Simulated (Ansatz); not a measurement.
One change: `O[SiH2][CH2][SbH2]` becomes `OC[SiH2]O`.

Ansatz, PBE0-D4/def2-TZVP geometries, multiplicity 1. Each molecule was computed in one conformer, which needn't be the lowest.

Elements past krypton have def2 core potentials.  Spin–orbit coupling is left out; it splits and shifts lone-pair levels of the heavy atoms by tenths of an eV.

```json
{"property": "HOMO energy (PBE/def2-TZVPP) / eV", "`O[SiH2][CH2][SbH2]`": "-6.04"}
{"property": "LUMO energy (B3LYP/def2-TZVPP) / eV", "`O[SiH2][CH2][SbH2]`": "-0.54"}
{"property": "LUMO energy (PBE0/def2-TZVPP) / eV", "`O[SiH2][CH2][SbH2]`": "-0.32"}
{"property": "HOMO–LUMO gap (B3LYP/def2-TZVPP) / eV", "`O[SiH2][CH2][SbH2]`": "6.33"}
{"property": "HOMO–LUMO gap (PBE0/def2-TZVPP) / eV", "`O[SiH2][CH2][SbH2]`": "6.71"}
{"property": "LUMO energy (ωB97M-V/def2-TZVPP) / eV", "`O[SiH2][CH2][SbH2]`": "1.27"}
```

Task: What does the change do to each property? (Estimate.)

Result: Computed: 
```
                             property  `OC[SiH2]O`  shift
    HOMO energy (PBE/def2-TZVPP) / eV        -5.93   0.11
  LUMO energy (B3LYP/def2-TZVPP) / eV        -0.32   0.22
   LUMO energy (PBE0/def2-TZVPP) / eV        -0.01   0.31
HOMO–LUMO gap (B3LYP/def2-TZVPP) / eV         6.93   0.60
 HOMO–LUMO gap (PBE0/def2-TZVPP) / eV         7.45   0.74
LUMO energy (ωB97M-V/def2-TZVPP) / eV         1.58   0.31
```

With PBE0 the HOMO falls by 0.43 eV and the LUMO rises by 0.31 eV, so the gap widens by about 0.74 eV. PBE moves the HOMO by 0.11 eV and ωB97M-V by -0.70 eV. The zero-point energy changes by 3.4 kJ/mol with -3 modes.

Positive LUMOs are unbound, so they and the gaps depend on the basis.

B3LYP here is the variant with VWN-RPA as its local correlation; programs differ in this.
